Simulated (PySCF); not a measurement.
Compound: C₆H₁₃P.
SMILES: `C1CCP1CCC`

Computed with PySCF 2.14.0, density-fitted response routines, TDDFT CAM-B3LYP/def2-SVPD, vertical, gas phase, core orbitals frozen in the response. Geometry: GFN2-xTB, one conformer, isolated molecule. Torsions of this conformer, `[CH3:1][CH2:2][CH2:3][P:4]1[CH2:5][CH2:6][CH2:7]1`: C1–C2–C3–P4 -179°, C2–C3–P4–C5 -88°.

Question: What does the calculation give for the low-lying excited states?

Answer: 

```tsv
state	E (eV)	E (hartree)	f	main configurations (H = HOMO, L = LUMO)
S1	5.73	0.2107	0.051	H→L (88%)
S2	6.34	0.2331	0.040	H→L+2 (64%), H→L+1 (9%), H→L+4 (8%)
S3	6.49	0.2386	0.050	H→L+1 (73%), H→L+4 (16%)
S4	6.89	0.2531	0.067	H→L+3 (79%)
S5	7.32	0.2689	0.0070	H→L+5 (44%), H→L+4 (14%), H→L+2 (10%)
S6	7.38	0.2711	0.016	H→L+6 (30%), H→L+4 (25%), H→L+5 (15%)
S7	7.53	0.2768	0.0051	H-1→L (75%)
S8	7.71	0.2834	0.0061	H→L+6 (17%), H→L+5 (16%), H→L+4 (15%)
```

Triplets, Tamm–Dancoff:

| state | E (eV) | λ (nm) | main configurations (H = HOMO, L = LUMO) |
| --- | --- | --- | --- |
| T1 | 4.65 | 266.7 | H→L (74%) |
| T2 | 5.38 | 230.5 | H→L+2 (38%), H→L+4 (22%), H→L+8 (14%) |
| T3 | 6.34 | 195.6 | H→L+1 (71%) |

The lowest singlet comes at 216 nm (553 kJ/mol) in the ultraviolet; it is of moderate strength; its leading configuration is HOMO→LUMO (88%). The strongest level in the table is S4 at 6.89 eV (180 nm, f = 0.067). Löwdin shares by element: HOMO phosphorus 57%, carbon 28% or more; LUMO (one of a set within 0.03 eV) phosphorus 26%, carbon 24% or more, hydrogen 6% or more (atoms not listed hold the other 43%). Orbital energies (eV): HOMO-3 -10.86, HOMO-2 -9.70, HOMO-1 -9.50, HOMO -7.63, LUMO 1.36, LUMO+1 1.38, LUMO+2 1.66. The oscillator strengths of these states sum to 0.243; summed over the whole spectrum of an exact calculation they would give the number of electrons, 64 (Thomas–Reiche–Kuhn). The listed states span 1.98 eV, and the widest gap between neighbours is 0.61 eV (S1 to S2). No computed singlet lies in the visible range (380 to 750 nm); the lowest, at 216 nm, stands 2.47 eV above its violet end (3.26 eV). Singlets were solved by full linear response, triplets in the Tamm–Dancoff approximation.
